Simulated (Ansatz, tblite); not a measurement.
Cost and result up the ladder for the cluster Cu2Cl2⁻ (the lowest doublet isomer of a short search) (4 atoms). The state is a doublet with charge -1. Geometry: r2SCAN-D4/def2-SVPD.

```
atom   x (Å)   y (Å)   z (Å)
 Cu1  -0.448   0.101  -0.260
 Cu2   1.556  -0.785   0.816
 Cl3  -2.050  -0.726  -1.424
 Cl4   0.942   1.410   0.868
```

Ansatz on 4 threads of Intel Xeon on a shared host; xTB runs through tblite on one thread. Times are rough, summed over both states, and most runs start from the orbitals of an earlier one. PBE0-D4/def2-TZVPD serves as the yardstick here, not as an exact answer. Differences are given only for rows in sets of like size (and for xTB, whose basis is part of the method), since another set adds its own error. The other state is a quartet at its own geometry.

The xTB rows come from tblite. LC-ωPBE has ω = 0.4 bohr⁻¹. HSE06 is defined as in plane-wave codes, on full-range PBE exchange. Correlated methods freeze 28 core orbitals. The rows differ in basis, and correlated rows in double-zeta sets carry the largest basis error. The structure comes from a short search, and lower isomers may exist.

Run but left out: HF/STO-3G (doublet: ⟨S²⟩ 3.33, where a pure state has 0.75).

Second-order perturbation terms are unreliable where d shells bring near-degenerate states, and here MP2/def2-TZVPD lies more than 0.4 eV from the median of the functionals without such a term.

Correlated methods converge slowly with the basis, most of all in double-zeta sets.

xTB has no spin-polarisation term.

| level | functions | wall time | quartet − doublet (eV) | difference from PBE0-D4/def2-TZVPD (eV) | remarks |
| --- | --- | --- | --- | --- | --- |
| GFN1-xTB | 36 | 0.02 s | 4.32 | 1.16 | – |
| GFN2-xTB | 36 | 0.029 s | 3.44 | 0.27 | – |
| PBE-D4/def2-TZVPD (with forces) | 188 | 13 s | 2.95 | -0.22 | HOMO above zero (doublet), HOMO above zero (quartet) |
| MP2/def2-TZVPD | 188 | 26 s | 4.57 | 1.40 | – |
| r2SCAN-D4/def2-TZVPD | 188 | 32 s | 2.83 | -0.34 | HOMO above zero (quartet) |
| LC-ωPBE/def2-TZVPD | 188 | 33 s | 3.53 | 0.36 | – |
| HSE06-D4/def2-TZVPD | 188 | 34 s | 3.16 | -0.01 | HOMO above zero (quartet) |
| PBE0-D4/def2-TZVPD | 188 | 35 s | 3.17 | 0.00 | HOMO above zero (quartet) |
| CCSD(T)/def2-SVPD | 122 | 95 s | 3.46 | – | – |
